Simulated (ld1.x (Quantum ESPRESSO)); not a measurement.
What one change does to a pseudopotential (oxygen, RRKJ)

- Element: oxygen
- Generator: ld1.x (Quantum ESPRESSO) 7.5
- Type: norm-conserving RRKJ (Kleinman–Bylander form)
- Functional: PBE
- Relativity: non-relativistic
- Frozen core: [He]
- Valence charge: 6
- Reference configuration: 2s2 2p4
- Partial waves: 2s (bound): rc 0.70 bohr; 2p (bound): rc 1.00 bohr; 3d channel at -0.05 Ry: rc 0.90 bohr
- Local potential: all-electron potential smoothed inside 0.75 bohr (lloc = -2)
- Core correction: a·sin(br)/r model core, default radius (core density twice the valence density)

Change: wave 2s (bound): rc 0.70 bohr becomes 2s (bound): rc 1.04 bohr.

Cutoffs: the cutoffs (Ry, on a coarse ladder) from which the occupation-weighted sum of valence levels, in a spherical-Bessel basis at the reference potential, stays within 10 and 1 mRy of its value at 400 Ry; they do not see the model core or the augmentation charge, which bear on the density cutoff. Errors are all-electron minus pseudo energies relative to the spin-unpolarised reference configuration.

What does the change do?

The potential gets softer (100 Ry and 140 Ry → 100 Ry and 120 Ry); of the 7 tests that both files solve, the error grows in 1 and shrinks in 0 by more than 15 % and 0.3 meV (median size 6.3 → 7.7 meV); neither file shows a bound ghost. A larger radius leaves more room for a smooth pseudo-wave, so fewer plane waves are needed.

```csv
quantity,base,changed
"cutoff, loose",100 Ry,100 Ry
"cutoff, tight",140 Ry,120 Ry
loose cutoff by channel (10 mRy a level),"s 80 Ry, p 90 Ry","s 70 Ry, p 90 Ry"
bound ghosts,none,none
"error for 2s2 2p3, meV [ΔE 16.44 eV]",+2.7,+2.8
"error for 2s2 2p2, meV [ΔE 50.03 eV]",+33,+33
"error for 2s2 2p1, meV [ΔE 103.90 eV]",+168,+171
"error for 2s2 2p0, meV [ΔE 180.81 eV]",+583,+594
"error for 2s2 2p3.5, meV [ΔE 6.29 eV]",+0.3,+0.3
"error for 2s2 2p4.3, meV [ΔE -2.12 eV]",0.0,0.0
"error for 2s1 2p5, meV [ΔE 14.90 eV]",+6.3,+7.7
```
